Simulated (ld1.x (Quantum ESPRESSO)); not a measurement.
## Pseudopotential generation for Sr: TM, LDA (PZ), scalar-relativistic.

ld1.x (Quantum ESPRESSO) 7.5 was run on this input:

```
&input
   title='Sr', zed=38., rel=1, dft='PZ', iswitch=3,
   config='[Kr] 4d0 5s1 5p0',
   nld=3, rlderiv=4.55, eminld=-3.0, emaxld=5.0, deld=0.02
 /
 &inputp
   pseudotype=2, tm=.true., lloc=0,
   nlcc=.false.,
   file_pseudopw='Sr.UPF', file_wfcaegen='ae.wfc', file_wfcncgen='nc.wfc', file_beta='beta', file_chi='chi'
 /
3
5P  2  1   0.00   0.00  4.20  4.20  0.0
4D  3  2   0.00   0.00  3.05  3.05  0.0
5S  1  0   1.00   0.00  3.65  3.65  0.0
 &test
   configts(1)='4d0 5s1 5p0'
 /
```

Command:

```bash
ld1.x < Sr.in > Sr.out
```

Resulting log (shortened: banner, matrices, multipoles, cross overlaps and the repeated all-electron block are left out):

```
Program LD1 v.7.5
     --------------------------- All-electron run ----------------------------

     Sr
     scalar relativistic calculation

     atomic number is 38.00
     dft =PZ   lsd =0 sic =0 latt =0  beta=0.20 tr2=1.0E-14
     Exchange-correlation= PZ
                           (   1   1   0   0   0   0   0)
     mesh =1221 r(mesh) = 100.72700 a.u. xmin = -7.00 dx = 0.01250
     1 Ry =  13.60569312 eV, c = 137.03599908

     n l     nl                  e(Ry)          e(Ha)          e(eV)
     1 0     1S 1( 2.00)     -1170.0568      -585.0284    -15919.4341
     2 0     2S 1( 2.00)      -158.8789       -79.4395     -2161.6582
     2 1     2P 1( 6.00)      -141.3483       -70.6742     -1923.1422
     3 0     3S 1( 2.00)       -24.9302       -12.4651      -339.1933
     3 1     3P 1( 6.00)       -19.2739        -9.6370      -262.2353
     4 0     4S 1( 2.00)        -3.4781        -1.7390       -47.3217
     4 1     4P 1( 6.00)        -2.1474        -1.0737       -29.2171
     3 2     3D 1(10.00)        -9.9017        -4.9509      -134.7196
     4 2     4D 1( 0.00)        -0.5142        -0.2571        -6.9958
     5 0     5S 1( 1.00)        -0.6312        -0.3156        -8.5872
     5 1     5P 1( 0.00)        -0.4084        -0.2042        -5.5571

     final scf error:  1.9E-15 reached in  24 iterations

     Etot =   -6351.182909 Ry,   -3175.591455 Ha,  -86412.245632 eV

     Ekin =    6511.017081 Ry,    3255.508541 Ha,   88586.900324 eV
     Encl =  -15286.087463 Ry,   -7643.043732 Ha, -207977.815078 eV
     Eh   =    2625.966632 Ry,    1312.983316 Ha,   35728.096149 eV
     Exc  =    -202.079159 Ry,    -101.039580 Ha,   -2749.427027 eV

     normalization and overlap integrals

     s(1S/1S) =  1.000000  <r> =   0.0392  <r2> =    0.0021  r(max) =   0.0257
     s(2S/2S) =  1.000000  <r> =   0.1727  <r2> =    0.0352  r(max) =   0.1459
     s(2P/2P) =  1.000000  <r> =   0.1505  <r2> =    0.0277  r(max) =   0.1165
     s(3S/3S) =  1.000000  <r> =   0.4931  <r2> =    0.2792  r(max) =   0.4382
     s(3P/3P) =  1.000000  <r> =   0.4992  <r2> =    0.2911  r(max) =   0.4328
     s(4S/4S) =  1.000000  <r> =   1.3539  <r2> =    2.0856  r(max) =   1.1911
     s(4P/4P) =  1.000000  <r> =   1.5620  <r2> =    2.8131  r(max) =   1.3164
     s(3D/3D) =  1.000000  <r> =   0.4986  <r2> =    0.3032  r(max) =   0.3772
     s(4D/4D) =  1.000000  <r> =   2.7892  <r2> =    9.4901  r(max) =   2.0136
     s(5S/5S) =  1.000000  <r> =   3.8457  <r2> =   16.6665  r(max) =   3.4039
     s(5P/5P) =  1.000000  <r> =   4.7906  <r2> =   25.8739  r(max) =   4.2627

     ------------------------ End of All-electron run ------------------------

     --------------------- Generating NC pseudopotential ---------------------

      Generating local pot.: lloc=0, matching radius rcloc =   3.6500

      Wfc   5P  rcut= 4.210  Using Troullier-Martins method

      Wfc   4D  rcut= 3.042  Using Troullier-Martins method

     ------------------- End of pseudopotential generation -------------------

     Computing logarithmic derivative in   4.56621
     Computing logarithmic derivative in   4.56621
     Computing the partial wave expansion
       no projector for channel:   0
     R is outside the sphere for l=    1 j= 0.00
     R is outside the sphere for l=    2 j= 0.00

     ---------------------- Testing the pseudopotential ----------------------

     Sr
     scalar relativistic calculation

     atomic number is 38.00   valence charge is  2.00
     dft =PZ   lsd =0 sic =0 latt =0  beta=0.20 tr2=1.0E-14
     mesh =1221 r(mesh) = 100.72700 xmin = -7.00 dx = 0.01250

     n l     nl             e AE (Ry)        e PS (Ry)    De AE-PS (Ry)
     3 2     4D   1( 0.00)       -0.51418       -0.51418        0.00000
     1 0     5S   1( 1.00)       -0.63115       -0.63115        0.00000
     2 1     5P   1( 0.00)       -0.40844       -0.40844        0.00000

     eps = 3.5E-17  iter =  7

     Etot =   -6351.182909 Ry,   -3175.591455 Ha,  -86412.245632 eV
     Etotps =    -0.799477 Ry,      -0.399739 Ha,     -10.877440 eV

     Ekin =       0.189106 Ry,       0.094553 Ha,       2.572919 eV
     Encl =      -1.005620 Ry,      -0.502810 Ha,     -13.682151 eV
     Ehrt =       0.232965 Ry,       0.116482 Ha,       3.169647 eV
     Ecxc =      -0.215928 Ry,      -0.107964 Ha,      -2.937854 eV

     ---------------------- End of pseudopotential test ----------------------
```

Generation and configuration tests took about 2.5 s on one core of a shared server CPU.

Transferability test of the new file with ld1.x, input:

```
&input
   title='Sr', zed=38., rel=1, dft='PZ', iswitch=2,
   config='[Kr] 4d0 5s1 5p0'
 /
 &test
   file_pseudo='Sr.UPF', nconf=10,
   configts(1)='4d0 5s1 5p0',
   configts(2)='4d0 5s2 5p0',
   configts(3)='4d0 5s1.5 5p0',
   configts(4)='4d0 5s1 5p1',
   configts(5)='4d0 5s0 5p2',
   configts(6)='4d0.5 5s1.5 5p0',
   configts(7)='4d0 5s0 5p1',
   configts(8)='4d1 5s0 5p0',
   configts(9)='4d0 5s1 5p0', lsdts(9)=1,
   configts(10)='4d0 5s1.5 5p0', lsdts(10)=1
 /
```

```bash
ld1.x < Sr.test.in > Sr.test.out
```

Pseudopotential blocks of its output, shortened (energy terms left out):

```
     ---------------------- Testing the pseudopotential ----------------------

     n l     nl             e AE (Ry)        e PS (Ry)    De AE-PS (Ry)
     3 2     4D   1( 0.00)       -0.51418       -0.51418        0.00000
     1 0     5S   1( 1.00)       -0.63115       -0.63115        0.00000
     2 1     5P   1( 0.00)       -0.40844       -0.40844        0.00000

     eps = 3.4E-17  iter =  7

     Etot =   -6351.182909 Ry,   -3175.591455 Ha,  -86412.245632 eV
     Etotps =    -0.799477 Ry,      -0.399739 Ha,     -10.877440 eV

     ---------------------- End of pseudopotential test ----------------------

          ---------------------- Testing the pseudopotential ----------------------

     n l     nl             e AE (Ry)        e PS (Ry)    De AE-PS (Ry)
     3 2     4D   1( 0.00)       -0.10328       -0.11286        0.00959  !
     1 0     5S   1( 2.00)       -0.26795       -0.27195        0.00400
     2 1     5P   1( 0.00)       -0.09705       -0.09742        0.00037

     eps = 6.9E-16  iter = 10

     Etot =   -6351.628563 Ry,   -3175.814281 Ha,  -86418.309059 eV
     Etotps =    -1.248400 Ry,      -0.624200 Ha,     -16.985351 eV
     dEtot_ae =      -0.445654 Ry
     dEtot_ps =      -0.448923 Ry,   Delta E=       0.003270 Ry

     ---------------------- End of pseudopotential test ----------------------

          ---------------------- Testing the pseudopotential ----------------------

     n l     nl             e AE (Ry)        e PS (Ry)    De AE-PS (Ry)
     3 2     4D   1( 0.00)       -0.29834       -0.30692        0.00857  !
     1 0     5S   1( 1.50)       -0.44374       -0.44758        0.00384
     2 1     5P   1( 0.00)       -0.24635       -0.24752        0.00117

     eps = 8.2E-16  iter =  7

     Etot =   -6351.451231 Ry,   -3175.725616 Ha,  -86415.896340 eV
     Etotps =    -1.069003 Ry,      -0.534501 Ha,     -14.544523 eV
     dEtot_ae =      -0.268322 Ry
     dEtot_ps =      -0.269526 Ry,   Delta E=       0.001204 Ry

     ---------------------- End of pseudopotential test ----------------------

          ---------------------- Testing the pseudopotential ----------------------

     n l     nl             e AE (Ry)        e PS (Ry)    De AE-PS (Ry)
     3 2     4D   1( 0.00)       -0.17097       -0.17273        0.00176
     1 0     5S   1( 1.00)       -0.31861       -0.32053        0.00192
     2 1     5P   1( 1.00)       -0.13750       -0.13821        0.00071

     eps = 6.4E-15  iter = 10

     Etot =   -6351.452820 Ry,   -3175.726410 Ha,  -86415.917948 eV
     Etotps =    -1.070093 Ry,      -0.535046 Ha,     -14.559350 eV
     dEtot_ae =      -0.269910 Ry
     dEtot_ps =      -0.270615 Ry,   Delta E=       0.000705 Ry

     ---------------------- End of pseudopotential test ----------------------

          ---------------------- Testing the pseudopotential ----------------------

     n l     nl             e AE (Ry)        e PS (Ry)    De AE-PS (Ry)
     3 2     4D   1( 0.00)       -0.23224       -0.21221       -0.02003  !
     1 0     5S   1( 0.00)       -0.36106       -0.35659       -0.00448
     2 1     5P   1( 2.00)       -0.16958       -0.16945       -0.00012

     eps = 3.8E-15  iter =  7

     Etot =   -6351.266420 Ry,   -3175.633210 Ha,  -86413.381859 eV
     Etotps =    -0.884843 Ry,      -0.442421 Ha,     -12.038896 eV
     dEtot_ae =      -0.083511 Ry
     dEtot_ps =      -0.085365 Ry,   Delta E=       0.001854 Ry

     ---------------------- End of pseudopotential test ----------------------

          ---------------------- Testing the pseudopotential ----------------------

     n l     nl             e AE (Ry)        e PS (Ry)    De AE-PS (Ry)
     3 2     4D   1( 0.50)       -0.08403       -0.10294        0.01890  !
     1 0     5S   1( 1.50)       -0.25668       -0.25567       -0.00101
     2 1     5P   1( 0.00)       -0.09293       -0.08912       -0.00381

     eps = 6.1E-15  iter = 14

     Etot =   -6351.544122 Ry,   -3175.772061 Ha,  -86417.160184 eV
     Etotps =    -1.171204 Ry,      -0.585602 Ha,     -15.935041 eV
     dEtot_ae =      -0.361213 Ry
     dEtot_ps =      -0.371727 Ry,   Delta E=       0.010514 Ry

     ---------------------- End of pseudopotential test ----------------------

          ---------------------- Testing the pseudopotential ----------------------

     n l     nl             e AE (Ry)        e PS (Ry)    De AE-PS (Ry)
     3 2     4D   1( 0.00)       -0.57907       -0.54210       -0.03697  !
     1 0     5S   1( 0.00)       -0.67706       -0.66337       -0.01370  !
     2 1     5P   1( 1.00)       -0.45183       -0.44692       -0.00491

     eps = 3.8E-17  iter =  7

     Etot =   -6350.959349 Ry,   -3175.479674 Ha,  -86409.203934 eV
     Etotps =    -0.579579 Ry,      -0.289789 Ha,      -7.885570 eV
     dEtot_ae =       0.223561 Ry
     dEtot_ps =       0.219898 Ry,   Delta E=       0.003662 Ry

     ---------------------- End of pseudopotential test ----------------------

          ---------------------- Testing the pseudopotential ----------------------

     n l     nl             e AE (Ry)        e PS (Ry)    De AE-PS (Ry)
     3 2     4D   1( 1.00)       -0.42251       -0.45387        0.03135  !
     1 0     5S   1( 0.00)       -0.56747       -0.55505       -0.01242  !
     2 1     5P   1( 0.00)       -0.35955       -0.34559       -0.01395  !

     eps = 1.0E-15  iter = 10

     Etot =   -6351.050813 Ry,   -3175.525407 Ha,  -86410.448371 eV
     Etotps =    -0.697387 Ry,      -0.348694 Ha,      -9.488438 eV
     dEtot_ae =       0.132096 Ry
     dEtot_ps =       0.102090 Ry,   Delta E=       0.030007 Ry

     ---------------------- End of pseudopotential test ----------------------

          ---------------------- Testing the pseudopotential ----------------------

     n l     nl             e AE (Ry)        e PS (Ry)    De AE-PS (Ry)
     3 2     4D   1( 0.00)       -0.52723       -0.54322        0.01598  !
     1 0     5S   1( 1.00)       -0.65143       -0.65773        0.00630  !
     2 1     5P   1( 0.00)       -0.42519       -0.42762        0.00243
     3 2     4D   2( 0.00)       -0.48981       -0.40824       -0.08158  !
     1 0     5S   2( 0.00)       -0.59171       -0.53589       -0.05582  !
     2 1     5P   2( 0.00)       -0.37152       -0.33952       -0.03200  !

     eps = 4.4E-16  iter =  7

     Etot =   -6351.195904 Ry,   -3175.597952 Ha,  -86412.422434 eV
     Etotps =    -0.818745 Ry,      -0.409372 Ha,     -11.139591 eV
     dEtot_ae =      -0.012995 Ry
     dEtot_ps =      -0.019268 Ry,   Delta E=       0.006273 Ry

     ---------------------- End of pseudopotential test ----------------------

          ---------------------- Testing the pseudopotential ----------------------

     n l     nl             e AE (Ry)        e PS (Ry)    De AE-PS (Ry)
     3 2     4D   1( 0.00)       -0.30462       -0.31939        0.01477  !
     1 0     5S   1( 1.00)       -0.45266       -0.45901        0.00635  !
     2 1     5P   1( 0.00)       -0.25329       -0.25546        0.00217
     3 2     4D   2( 0.00)       -0.29049       -0.29085        0.00037
     1 0     5S   2( 0.50)       -0.43291       -0.43306        0.00015
     2 1     5P   2( 0.00)       -0.23782       -0.23739       -0.00043

     eps = 6.3E-15  iter =  9

     Etot =   -6351.453683 Ry,   -3175.726842 Ha,  -86415.929696 eV
     Etotps =    -1.072214 Ry,      -0.536107 Ha,     -14.588211 eV
     dEtot_ae =      -0.270774 Ry
     dEtot_ps =      -0.272737 Ry,   Delta E=       0.001963 Ry

     ---------------------- End of pseudopotential test ----------------------
```
